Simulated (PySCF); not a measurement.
Tb²⁺ (terbium, charge +2) across methods

[Xe] 4f8 6s1, high-spin 8F determinant (an excited configuration). Calculation: PySCF 2.14, in ANO-RCC-VTZP (8s7p5d3f2g1h, 104 functions); the spin-free X2C one-electron Hamiltonian (Gaussian nucleus).

```csv
method,E (hartree),mean ε 4f α (eV),mean ε 4f β (eV),mean ε 6s α (eV),Σ⟨r²⟩ (bohr²),⟨S²⟩
LDA,-11698.74,-27.972,-22.872,-17.172,48.07,15.752
UHF,-11703.16010,-40.002,-32.338,-18.690,48.48,15.755
PBE,-11707.14,-27.678,-22.893,-16.886,48.12,15.753
r2SCAN,-11707.38,-28.080,-22.865,-16.986,48.12,15.755
```

(1) Estimate the same row for PBE0.

Spin-orbit coupling, absent here, splits the open shell strongly.

## Answers

(1) E (hartree) = -11707.04; mean ε 4f α (eV) = -30.928; mean ε 4f β (eV) = -25.496; mean ε 6s α (eV) = -17.442; Σ⟨r²⟩ (bohr²) = 48.10; ⟨S²⟩ = 15.753.
